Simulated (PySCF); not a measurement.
Compound: CH5F3GeOSi.
Geometry (PBE0-D3(BJ)/def2-SVP, Å), atoms numbered from 1 in this order:
```xyz
12
CH5F3GeOSi angstrom
F     -2.9028    0.4338    0.5933
C     -1.5931    0.1898    0.7368
F     -1.4448   -0.5739    1.8290
F     -0.9938    1.3699    1.0062
Si    -0.8196   -0.6114   -0.8420
O      0.7933   -0.7769   -0.5905
Ge     2.1312    0.2172    0.0643
H     -1.4533   -1.9407   -1.0366
H     -1.1405    0.3173   -1.9634
H      1.9529    0.3029    1.5868
H      3.4097   -0.5362   -0.3221
H      2.0613    1.6046   -0.5953
```

Computed with PySCF, PBE0-D3(BJ)/def2-SVP geometry optimisation, gas phase.

Take the most abundant isotopes and a rigid rotor. The values belong to one conformer with, in the numbering `[F:1][C:2]([F:3])([F:4])[SiH2:5][O:6][GeH3:7]`, C2–Si5–O6–Ge7 -45°.

Problem. What are A, B and C (GHz)?

Solution. Ia = 177.86, Ib = 701.72, Ic = 774.79 u·Å²; 505379 MHz·u·Å²/I gives 2841, 720.2 and 652.3 MHz, that is A = 2.8414, B = 0.7202, C = 0.6523 GHz.

Problem. What kind of rotor is it?

Solution. A near-prolate asymmetric top. Ray's parameter κ = (2B − A − C)/(A − C) = -0.938; −1 is the prolate and +1 the oblate limit.

Problem. What does the inertial defect say?

Solution. Not planar: Δ = Ic − Ia − Ib = -104.79 u·Å². For a rigid frame Δ = −2 Σ m c², so Σ m c² = 52.39 u·Å² lies off the ab plane: 6.27 from hydrogen and 46.12 from heavier atoms. The atom farthest from that plane is 1.55 Å away.

Problem. Give the other two planar moments, Paa and Pbb, and the rms extents of the mass along the axes.

Solution. Paa = Σ m a² = (Ib + Ic − Ia)/2 = 649.32 and Pbb = Σ m b² = (Ia + Ic − Ib)/2 = 125.47 u·Å². With the mass M = 191.93 u, the rms extents √(P/M) along a, b and c are 1.84, 0.81, 0.52 Å.

Problem. Which types of transition are allowed, and where do some lines up to J = 4 fall?

Solution. The dipole components are |μa| = 1.87 D, |μb| = 0.46 D, |μc| = 0.48 D. The squared components, which scale the intensities, stand as 1.00 : 0.06 : 0.07 (a : b : c). Some lines, for components of 0.1 D or more:

```csv
type,branch,"J(Ka,Kc)",MHz,lower level (cm⁻¹)
c,Q,"2(1,2) ← 2(0,2)",2055,0.137
b,R,"3(0,3) ← 2(1,2)",2056,0.206
b,R,"1(1,1) ← 0(0,0)",3494,0.000
a,R,"4(2,3) ← 3(2,2)",5489,0.562
b,R,"3(1,3) ← 2(0,2)",6069,0.137
c,Q,"4(2,3) ← 4(1,3)",6129,0.541
b,Q,"3(2,1) ← 3(1,2)",6271,0.353
c,Q,"2(2,1) ← 2(1,1)",6364,0.213
b,Q,"2(2,0) ← 2(1,1)",6365,0.213
b,R,"2(2,1) ← 1(1,0)",9176,0.119
c,R,"2(2,1) ← 1(1,1)",9244,0.117
c,R,"3(2,1) ← 2(1,1)",10489,0.213
c,Q,"4(3,2) ← 4(2,2)",10757,0.746
c,Q,"3(3,1) ← 3(2,1)",10769,0.563
b,R,"4(2,3) ← 3(1,2)",11751,0.353
c,R,"3(3,0) ← 2(2,0)",14893,0.425
c,R,"3(3,1) ← 2(2,1)",14894,0.425
b,Q,"4(4,0) ← 4(3,1)",15083,1.105
b,R,"4(3,2) ← 3(2,1)",16262,0.563
b,R,"4(3,1) ← 3(2,2)",16270,0.562
```

Problem. Estimate the classical rotational partition function at 25 K, 298.15 K and 500 K.

Solution. Point group C1, symmetry number σ = 1; q = (√π/σ)·√((kT/h)³/(ABC)), k/h = 20836.6 MHz/K: 18200 at 25 K, 751000 at 298.15 K, 1630000 at 500 K.

Whether it is a minimum is left open (no frequencies). Constants of a rigid frame at the computed geometry: no zero-point averaging, no centrifugal distortion. A rigid rotor knows nothing of internal rotation, which can split or shift real lines.
